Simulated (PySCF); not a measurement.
# Bond curve of CdTe⁺

Set-up: Cd def2-TZVPPD with ECP28, Te def2-TZVPPD with ECP28; scalar-relativistic core potentials (PySCF 2.14). Energies in eV from Cd⁺ + Te in their ground configurations at the same level. State: ²Π (doublet), unpaired electrons π ↑.

```
R (Å)     PBE  r²SCAN    PBE0
2.280  -1.329  -1.206  -1.067
2.386  -1.803  -1.655  -1.537
2.492  -2.058  -1.886  -1.784
2.571  -2.149  -1.959  -1.866
2.651  -2.179  -1.970  -1.886
2.731  -2.163  -1.936  -1.858
2.837  -2.094  -1.843  -1.772
2.969  -1.958  -1.680  -1.615
3.128  -1.762  -1.454  -1.394
3.340  -1.491  -1.161  -1.102
```

Task: Put a parabola through the three lowest points of the PBE curve and estimate Re, k and ωe (reduced mass 60.69 u; 1 eV/Å² = 0.16022 mdyn/Å; ωe = 1302.8·√(k/μ) cm⁻¹).

Result: Through R = 2.571, 2.651, 2.731 Å the second-order coefficient is 3.59 eV/Å², so Re ≈ 2.663 Å, k ≈ 1.15 mdyn/Å and ωe ≈ 179 cm⁻¹. A polynomial fit of higher order to the unrounded PBE energies gives Re = 2.659 Å, k = 1.10 mdyn/Å, ωe = 175 cm⁻¹; anharmonicity and rounding make the difference.

The higher-order fit for each curve: PBE: Re = 2.659 Å, ωe = 175 cm⁻¹, De = 2.18 eV; r²SCAN: Re = 2.628 Å, ωe = 187 cm⁻¹, De = 1.97 eV; PBE0: Re = 2.640 Å, ωe = 185 cm⁻¹, De = 1.89 eV.

⟨S²⟩ of the unrestricted solution departs from its pure value on part of the curve, where spin states mix. Spin–orbit coupling is left out, which matters for elements this heavy, above all for dissociation energies. For an ion De counts to the pair picked by the measured ionisation energies or electron affinities, which need not be the lowest pair at this level. The state is the lowest determinant that a PBE0 search found; another state may lie lower at other levels.
